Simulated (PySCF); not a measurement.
C$_{4}$H$_{11}$Ge, doublet, geometry from GFN2-xTB. Base run: TPSS/STO-3G (PySCF).

Input for PySCF:
```python
from pyscf import gto, scf, dft

mol = gto.Mole()
mol.atom = '''
    C    -1.977007   -0.980302   -1.161483
    C    -1.423171   -0.420585    0.160352
    C    -2.559915    0.217310    0.964970
    C    -0.350127    0.563001   -0.119223
    Ge    1.508248    0.173566    0.043963
    H    -2.751937   -1.716558   -0.959738
    H    -2.402439   -0.178760   -1.761198
    H    -1.180863   -1.455168   -1.730913
    H    -1.007660   -1.258450    0.733218
    H    -2.998007    1.044561    0.410349
    H    -2.185269    0.597009    1.912866
    H    -3.337633   -0.515965    1.167191
    H    -0.675403    1.511135   -0.523093
    H     2.322982    1.423301    0.010383
    H     2.026512   -0.718391   -1.050683
    H     1.787101   -0.563378    1.317091
'''
mol.basis = 'sto-3g'
mol.charge = 0
mol.spin = 1
mol.verbose = 5
mol.build()

mf = dft.UKS(mol)
mf.xc = 'tpss'
mf.kernel()
```

The base run was repeated with changes; each row names its change, and settings that it needs were set with it.

| change | ΔE vs base (mEh) | grid points | electrons on the grid |
|---|---|---|---|
| base | 0.000 | 185000 | 66.99994 |
| small_rho_cutoff = 0 | 0.000 | 185000 | 66.99994 |
| grids.atom_grid = (150, 974) | -0.010 | 1298160 | 67.00000 |
| grids.atom_grid = (99, 590) | -0.008 | 519288 | 66.99999 |
| grids.radi_method = mura_knowles | -0.003 | 176592 | 66.99994 |
| grids.radi_method = delley | -0.004 | 199320 | 66.99994 |
| grids.level = 5 | -0.009 | 475592 | 67.00000 |
| grids.atom_grid = (50, 194) | 0.275 | 105560 | 67.00018 |
| grids.level = 0 | -74.044 | 13616 | 66.99904 |
| grids.level = 2 | -0.006 | 116968 | 66.99996 |
| grids.level = 7 | -0.010 | 984720 | 67.00000 |

Open shells are given as the SCF converged; they aren't shown to be the lowest states, and a large step between rows can be another state.
